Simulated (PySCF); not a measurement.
C₂HF₃O₂, charge -1, doublet, at the geometry of the source list (a state made from the parent by changing its charge; the spin is typed, not shown lowest) (in this run its highest filled SCF level lies above zero, so its values depend strongly on the basis, on diffuse functions most of all); MP2/def2-SVP (PySCF).

Here is a job for PySCF.
```python
from pyscf import gto, scf, mp

mol = gto.M(
    atom='''
O     1.24100000   -0.78730000    0.34200000
C     0.60540000    0.29700000   -0.04900000
O     1.08720000    1.34450000   -0.34540000
C    -0.93040000    0.01890000   -0.07510000
F    -1.37440000   -0.33420000    1.13520000
F    -1.61140000    1.09280000   -0.46180000
F    -1.22270000   -0.97700000   -0.91730000
H     2.20530000   -0.65460000    0.37150000
''',
    basis='def2-svp',
    charge=-1,
    spin=1,
    verbose=4,
)

mf = scf.UHF(mol)
mf.kernel()

pt = mp.MP2(mf, frozen=7)
pt.kernel()
print('E(MP2) = %.10f' % pt.e_tot)
```

Question: What does PySCF print? Leave out banner, timings and long lists.

Answer: 
```
PySCF version 2.14.0

[INPUT] verbose = 4
[INPUT] num. atoms = 8
[INPUT] num. electrons = 57
[INPUT] charge = -1
[INPUT] spin (= nelec alpha-beta = 2S) = 1
[INPUT] symmetry False subgroup None
[INPUT] Mole.unit = angstrom
[INPUT] Symbol           X                Y                Z      unit          X                Y                Z       unit  Magmom
[INPUT]  1 O      1.241000000000  -0.787300000000   0.342000000000 AA    2.345150120585  -1.487781377870   0.646286334601 Bohr   0.0
[INPUT]  2 C      0.605400000000   0.297000000000  -0.049000000000 AA    1.144040195812   0.561248658996  -0.092596580104 Bohr   0.0
[INPUT]  3 O      1.087200000000   1.344500000000  -0.345400000000 AA    2.054510242627   2.540736774478  -0.652711403425 Bohr   0.0
[INPUT]  4 C     -0.930400000000   0.018900000000  -0.075100000000 AA   -1.758201186295   0.035715823754  -0.141918431955 Bohr   0.0
[INPUT]  5 F     -1.374400000000  -0.334200000000   1.135200000000 AA   -2.597239585602  -0.631546470830   2.145217096606 Bohr   0.0
[INPUT]  6 F     -1.611400000000   1.092800000000  -0.461800000000 AA   -3.045104677124   2.065092708925  -0.872675524324 Bohr   0.0
[INPUT]  7 F     -1.222700000000  -0.977000000000  -0.917300000000 AA   -2.310568132506  -1.846262423700  -1.733445774064 Bohr   0.0
[INPUT]  8 H      2.205300000000  -0.654600000000   0.371500000000 AA    4.167413022503  -1.237014721140   0.702033255276 Bohr   0.0

nuclear repulsion = 336.704936958214
number of shells = 45
number of NR pGTOs = 175
number of NR cGTOs = 103
basis = def2-svp
ecp = {}

******** <class 'pyscf.scf.uhf.UHF'> ********
method = UHF
initial guess = minao
damping factor = 0
level_shift factor = 0
DIIS = <class 'pyscf.scf.diis.CDIIS'>
diis_start_cycle = 1
diis_space = 8
diis_damp = 0
SCF conv_tol = 1e-09
SCF conv_tol_grad = None
SCF max_cycles = 50
direct_scf = True
direct_scf_tol = 1e-13
number electrons alpha = 29  beta = 28
Set gradient conv threshold to 3.16228e-05
init E= -525.214826718134

cycle= 1 E= -523.617749365953  delta_E=  1.6  |g|= 0.808  |ddm|= 2.32
cycle= 2 E= -523.78740546098  delta_E= -0.17  |g|= 0.497  |ddm|= 0.962
cycle= 3 E= -523.872943171494  delta_E= -0.0855  |g|= 0.0567  |ddm|= 0.388
cycle= 4 E= -523.875580195679  delta_E= -0.00264  |g|= 0.025  |ddm|= 0.0921
cycle= 5 E= -523.876121206106  delta_E= -0.000541  |g|= 0.011  |ddm|= 0.0404
cycle= 6 E= -523.876321932761  delta_E= -0.000201  |g|= 0.00579  |ddm|= 0.0307
cycle= 7 E= -523.876388837816  delta_E= -6.69e-05  |g|= 0.0019  |ddm|= 0.0236
cycle= 8 E= -523.876395575576  delta_E= -6.74e-06  |g|= 0.000741  |ddm|= 0.00699
cycle= 9 E= -523.876396391226  delta_E= -8.16e-07  |g|= 0.000331  |ddm|= 0.00171
cycle= 10 E= -523.876396627959  delta_E= -2.37e-07  |g|= 0.000168  |ddm|= 0.00108
cycle= 11 E= -523.876396689224  delta_E= -6.13e-08  |g|= 6.9e-05  |ddm|= 0.000667
cycle= 12 E= -523.876396697602  delta_E= -8.38e-09  |g|= 2.92e-05  |ddm|= 0.000227
cycle= 13 E= -523.876396698883  delta_E= -1.28e-09  |g|= 1.54e-05  |ddm|= 7.33e-05
cycle= 14 E= -523.876396699242  delta_E= -3.6e-10  |g|= 6.62e-06  |ddm|= 4.58e-05
Extra cycle  E= -523.876396699288  delta_E= -4.54e-11  |g|= 4.56e-06  |ddm|= 1.12e-05
converged SCF energy = -523.876396699288  <S^2> = 0.76239036  2S+1 = 2.0123522

******** <class 'pyscf.mp.ump2.UMP2'> ********
nocc = (np.int64(22), np.int64(21)), nmo = (96, 96)
frozen orbitals 7
E(UMP2) = -525.029138160744  E_corr = -1.15274146145576
E(SCS-UMP2) = -524.980599252689  E_corr = -1.10420255340137
E_corr(same-spin) = -0.322023692706395
E_corr(oppo-spin) = -0.830717768749364
E(MP2) = -525.0291381607
```
